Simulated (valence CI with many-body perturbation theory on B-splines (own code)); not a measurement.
# I V: electric-dipole lines

Method: configuration interaction combined with many-body perturbation theory (CI+MBPT): three valence electrons over a frozen Dirac-Fock core [Kr] 4d10, a basis of 11 s, 11 p, 9 d, 7 f, 5 g, 2 h, 1 i functions for each j, with the one-electron correlation potential Σ1 (screened to all orders), the two-electron term Σ2, the three-electron term Σ3, Breit, model QED; selected single and double excitations, second order for the rest, scaled by the run's own slope (own B-spline code, finite nucleus).

No measured levels were compared; by estimate levels hold to about 250 cm⁻¹ or 0.2 % of their energy and the worst to 1 %, as in measured heavy ions of charge 2 to 7; those with d or f electrons hold less well. Core correlation moves these levels by up to 11000 cm⁻¹, and in measured spectra 5 to 20 % of such shifts remained as error; rates that hang on mixing are uncertain with them.

Lines 201 to 250 of 269 in falling wavelength, among levels below 291130 cm⁻¹, chosen from the strongest by gf and those to the six lowest levels. Wavelengths and rates use the calculated energies, so an error of 400 cm⁻¹ moves a line at 605.3 Å by 0.24 % and its rate by three times that or more. Electric multipoles are in the length gauge, E1 and E2 with the static RPA response of the core. Weak lines are less certain than strong ones. Lines between different terms over intervals too small for the method are left out, as are lines whose strength nearly cancels. The highest levels of a list are the least certain.

Names give the largest LS component (configuration and term), which can be under half, so a name can repeat, a term be missing and a line seem to break the LS rules; names also repeat where a configuration has a term twice. Letters in brackets count levels of one name in rising energy.

```
λ vac (Å)                 Upper           Lower   A (s⁻¹)  log gf  Branch %
    605.3         5s2 6s 2S_1/2  5s2 5p 2P°_3/2  6.81e+09   -0.13      69.0
    604.9  5s 5p 5d 2D°_5/2 [a]   5s 5p2 4P_3/2  1.86e+08   -1.21       2.4
    604.0      5s 5p 5d 4P°_3/2   5s 5p2 4P_1/2  3.82e+06   -3.08       0.0
    603.3  5s 5p 5d 2P°_1/2 [a]   5s 5p2 2D_3/2  1.48e+09   -0.79      15.4
    603.2      5s 5p 5d 4P°_1/2   5s 5p2 4P_1/2  4.25e+07   -2.33       0.4
    603.1      5s 5p 6s 4P°_5/2   5s 5p2 2D_3/2  1.47e+07   -2.32       0.2
    601.1  5s 5p 5d 2F°_7/2 [a]   5s 5p2 4P_5/2  3.88e+08   -0.77       6.2
    601.0      5s 5p 6s 2P°_3/2   5s 5p2 2D_5/2  4.19e+09   -0.04      36.8
    599.6  5s 5p 5d 2F°_7/2 [b]   5s 5p2 2D_5/2  3.05e+09    0.12      19.9
    596.8  5s 5p 5d 2D°_3/2 [a]   5s 5p2 4P_1/2  4.32e+08   -1.04       4.3
    590.2      5s 5p 6s 2P°_3/2   5s 5p2 2D_3/2  1.46e+07   -2.52       0.1
    588.4  5s 5p 5d 2D°_3/2 [b]   5s 5p2 2D_5/2  7.97e+08   -0.78       4.8
    586.6  5s 5p 5d 2F°_5/2 [b]   5s 5p2 2D_3/2  4.42e+09    0.14      24.7
    580.7      5s 5p 6s 4P°_3/2   5s 5p2 4P_5/2  2.36e+09   -0.32      27.8
    580.5  5s 5p 5d 2P°_1/2 [b]   5s 5p2 2D_3/2  2.19e+08   -1.66       1.3
    579.5  5s 5p 5d 2P°_3/2 [b]   5s 5p2 2D_5/2  1.33e+09   -0.57       8.6
    578.1  5s 5p 5d 2D°_3/2 [b]   5s 5p2 2D_3/2  8.39e+08   -0.77       5.1
    576.9  5s 5p 5d 2D°_5/2 [b]   5s 5p2 2D_3/2  5.25e+08   -0.80       2.7
    573.9  5s 5p 5d 2P°_3/2 [a]   5s 5p2 4P_5/2  9.48e+08   -0.73       8.3
    571.0      5s 5p 6s 4P°_1/2   5s 5p2 4P_3/2  4.87e+09   -0.32      76.0
    569.5  5s 5p 5d 2P°_3/2 [b]   5s 5p2 2D_3/2  5.58e+07   -1.96       0.4
    563.6         5s2 6s 2S_1/2  5s2 5p 2P°_1/2  3.05e+09   -0.54      31.0
    562.2      5s 5p 6s 4P°_3/2   5s 5p2 4P_3/2  3.16e+08   -1.22       3.7
    555.8  5s 5p 5d 2P°_3/2 [a]   5s 5p2 4P_3/2  4.05e+08   -1.12       3.6
    553.1        5s2 7p 2P°_1/2   5s 5p2 2D_3/2  1.68e+08   -1.81       4.5
    552.6      5s 5p 6s 2P°_1/2   5s 5p2 4P_3/2  2.53e+08   -1.63       3.0
    552.4      5s 5p 6s 4P°_1/2   5s 5p2 4P_1/2  1.05e+09   -1.02      16.4
    552.0        5s2 5f 2F°_7/2   5s 5p2 4P_5/2  1.82e+08   -1.18       3.9
    551.3        5s2 5f 2F°_5/2   5s 5p2 4P_5/2  5.29e+06   -2.84       0.1
    548.9      5s 5p 6s 4P°_5/2   5s 5p2 4P_5/2  4.14e+09    0.05      63.5
    544.1      5s 5p 6s 4P°_3/2   5s 5p2 4P_1/2  1.40e+09   -0.60      16.5
    538.2      5s 5p 6s 2P°_3/2   5s 5p2 4P_5/2  3.24e+07   -2.25       0.3
    538.2  5s 5p 5d 2P°_3/2 [a]   5s 5p2 4P_1/2  1.22e+09   -0.68      10.7
    537.1  5s 5p 5d 2F°_7/2 [b]   5s 5p2 4P_5/2  1.01e+08   -1.46       0.7
    535.2  5s 5p 5d 2F°_5/2 [b]   5s 5p2 4P_5/2  1.38e+06   -3.45       0.0
    535.2      5s 5p 6s 2P°_1/2   5s 5p2 4P_1/2  1.01e+07   -3.06       0.1
    534.6        5s2 5f 2F°_5/2   5s 5p2 4P_3/2  9.36e+06   -2.62       0.2
    532.5  5s 5p 5d 2P°_1/2 [a]   5s 5p2 4P_3/2  7.07e+04   -5.22       0.0
    532.3      5s 5p 6s 4P°_5/2   5s 5p2 4P_3/2  1.90e+09   -0.31      29.2
    528.1  5s 5p 5d 2D°_3/2 [b]   5s 5p2 4P_5/2  3.52e+07   -2.23       0.2
    527.2  5s 5p 5d 2D°_5/2 [b]   5s 5p2 4P_5/2  1.29e+07   -2.49       0.1
    522.3      5s 5p 6s 2P°_3/2   5s 5p2 4P_3/2  1.04e+08   -1.77       0.9
    520.9  5s 5p 5d 2P°_3/2 [b]   5s 5p2 4P_5/2  1.63e+07   -2.58       0.1
    519.5  5s 5p 5d 2F°_5/2 [b]   5s 5p2 4P_3/2  4.06e+06   -3.01       0.0
    516.3  5s 5p 5d 2P°_1/2 [a]   5s 5p2 4P_1/2  3.30e+07   -2.58       0.3
    514.6  5s 5p 5d 2P°_1/2 [b]   5s 5p2 4P_3/2  5.26e+04   -5.38       0.0
    512.8  5s 5p 5d 2D°_3/2 [b]   5s 5p2 4P_3/2  4.59e+06   -3.14       0.0
    511.8  5s 5p 5d 2D°_5/2 [b]   5s 5p2 4P_3/2  1.26e+07   -2.53       0.1
    506.7      5s 5p 6s 2P°_3/2   5s 5p2 4P_1/2  2.12e+07   -2.49       0.2
    506.0  5s 5p 5d 2P°_3/2 [b]   5s 5p2 4P_3/2  6.44e+06   -3.00       0.0
```

Q: How does gf follow from A for the line at 605.3 Å?

A: gf = 1.4992 × (2J+1)_upper × A / σ², with σ = 165206 cm⁻¹ and 2J+1 = 2: gf = 0.748.
